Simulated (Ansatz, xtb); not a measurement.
Relative energy of two isomers of C3H11BOSi

We compare I, `BC[SiH2]COC`, a singlet, with II, `B[Si](C)(C)OC`, a singlet. Both are isolated molecules in the gas phase, relaxed with B3LYP-D3(BJ)/def2-SVP; each stands in its lowest conformer found.

I (Å):

```csv
atom,x (Å),y (Å),z (Å)
C,0.4078,-0.3287,-2.4653
C,-0.4725,0.2917,0.4217
C,-2.6195,-0.5697,0.8926
B,1.3067,-1.5200,-2.0945
O,-1.7511,-0.0427,-0.0755
Si,0.5507,0.9342,-1.0437
H,0.9322,-2.3481,-1.2954
H,2.4311,-1.6143,-2.5284
H,-0.6731,-0.5485,-2.4375
H,0.6821,0.1986,-3.3923
H,0.0137,2.2450,-1.5096
H,1.9597,1.1372,-0.5906
H,-0.5356,1.0580,1.2240
H,0.0273,-0.5923,0.8729
H,-3.5749,-0.8018,0.3996
H,-2.8084,0.1526,1.7126
H,-2.2162,-1.4991,1.3431
```

II (Å):

```xyz
17

C     2.1363    1.3465   -3.0033
C    -0.4536    2.4296   -1.7122
C     2.1889   -0.2761    0.0993
B    -0.2509   -0.6900   -2.5389
O     1.2829    0.7286   -0.2738
Si    0.6967    0.9484   -1.8383
H    -0.1709   -1.7813   -2.0262
H    -0.9257   -0.6206   -3.5404
H     1.7718    1.5830   -4.0164
H     2.8493    0.5107   -3.0888
H     2.6876    2.2233   -2.6239
H    -1.2915    2.2307   -1.0257
H    -0.8700    2.6862   -2.6995
H     0.0978    3.3034   -1.3288
H     3.1949   -0.1133   -0.3348
H     2.2939   -0.2770    1.1967
H     1.8506   -1.2850   -0.2087
```

Problem. Which of the two would you expect CCSD(T)/def2-SVP + ΔMP2/def2-TZVPP electronic energies to favour?

Solution. Structure II; the calculation gives E(II) − E(I) = −32.6 kcal/mol.

How the difference moves with the method:

| level | geometry | E(II) − E(I) (kcal/mol) | departure from the last row (kcal/mol) | job, with rough time for the two |
| --- | --- | --- | --- | --- |
| GFN2-xTB | GFN2-xTB | −19.9 | +12.7 | optimisation, 3.2 s |
| HF/STO-3G | GFN2-xTB | −12.5 | +20.1 | single point, 3.6 s |
| r2SCAN-D4/def2-SVP | GFN2-xTB | −26.5 | +6.0 | single point, 21 s |
| B3LYP-D3(BJ)/def2-SVP | B3LYP-D3(BJ)/def2-SVP | −27.3 | +5.2 | optimisation, 8.2 min |
| HF/def2-SVP | B3LYP-D3(BJ)/def2-SVP | −29.6 | +3.0 | part of the CCSD(T) run |
| MP2/def2-SVP | B3LYP-D3(BJ)/def2-SVP | −28.2 | +4.3 | part of the CCSD(T) run |
| CCSD(T)/def2-SVP | B3LYP-D3(BJ)/def2-SVP | −27.3 | +5.2 | single point |
| CCSD(T)/def2-SVP + ΔMP2/def2-TZVPP | B3LYP-D3(BJ)/def2-SVP | −32.6 |  | single point, 4.6 min |

As drawn, II has 1 B–Si, 1 O–Si, 2 C–H in place of 1 C–B, 1 C–O, 2 Si–H.

The levels shown agree on the order. The largest departure from CCSD(T)/def2-SVP + ΔMP2/def2-TZVPP is that of HF/STO-3G, 20.1 kcal/mol. The last row adds to CCSD(T) the change of the MP2 difference between the two basis sets, here −5.2 kcal/mol, a large step that makes the value less sure.

With thermal terms from frequencies at re-optimised GFN2-xTB minima (ideal gas, soft modes damped towards free rotors, one conformer each, 298.15 K, 1 atm): on the last row, ΔE + ΔZPE = −30.3, ΔH = −29.5, ΔG = −31.3 kcal/mol.

The correlated steps freeze 10 core orbitals. Programs: Ansatz 0.2.0, xtb 6.7.1; the last row on 2 threads of Intel(R) Xeon(R) Processor @ 2.50GHz (Skylake/Cascade Lake) on a shared host.
